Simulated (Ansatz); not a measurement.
These are frozen-core CCSD(T)/cc-pVTZ // B3LYP-D3(BJ)/def2-TZVP (Ansatz, a program for electronic structure) values and carry that method's errors.

Ansatz 0.2 input:
```yaml
crystal:
  periodic: [false, false, false]
  atoms:
    - { symbol: N, position_ang: [-0.53401, 0.08905, -0.2204] }
    - { symbol: S, position_ang: [0.91816, -0.221191, 0.646011] }
    - { symbol: H, position_ang: [-1.129278, -0.727812, -0.230901] }
    - { symbol: H, position_ang: [-1.030774, 0.874184, 0.177684] }
    - { symbol: H, position_ang: [1.775902, -0.01423, -0.372395] }
basis:
  gaussian: { orbitals: cc-pVTZ }
correlation:
  method: ccsd_t
```

Output:

```
Functional definition: HF
604 factors; integrals over basis functions are off by at most 9.9e-4 eV
mean field evaluation 1: about -12345.7203 eV, gradient 2.4e1 eV
mean field evaluation 2: about -12345.7260 eV, gradient 2.4e1 eV
mean field evaluation 4: about -12346.9936 eV, gradient 2.7e0 eV
mean field evaluation 8: about -12347.0185 eV, gradient 1.6e-4 eV
mean field evaluation 16: about -12347.0168 eV, gradient 5.0e-1 eV
mean field -12347.01845407 eV, -453.7445590774 hartree, gradient 5.8e-6 eV, S^2 0.000000; 0 other end points of the search recorded, 0 dependent functions left out
6 core orbitals not correlated
reference -12347.01845407 eV, -453.7445590774 hartree; 7, 7 occupied and 93, 93 virtual orbitals, 604 factors
second order -10.84247715 eV of doubles, -0.00000000 eV of singles
cycle   1  -11.25220798 eV  change   -4.1e-1 eV  update   6.5e-2
cycle   2  -11.53988972 eV  change   -2.9e-1 eV  update   2.0e-2
cycle   3  -11.57726190 eV  change   -3.7e-2 eV  update   7.8e-3
cycle   4  -11.57499826 eV  change    2.3e-3 eV  update   2.0e-3
cycle   5  -11.57536509 eV  change   -3.7e-4 eV  update   9.5e-4
cycle   6  -11.57521061 eV  change    1.5e-4 eV  update   3.8e-4
cycle   7  -11.57518232 eV  change    2.8e-5 eV  update   1.6e-4
cycle   8  -11.57520903 eV  change   -2.7e-5 eV  update   4.8e-5
cycle   9  -11.57520329 eV  change    5.7e-6 eV  update   1.6e-5
perturbative correction -0.46065744 eV, -0.0169288487 hartree
Total energy: -12359.05431480 eV, -454.1868688008 hartree
```

Cost: about 4 core-seconds (a rough figure).
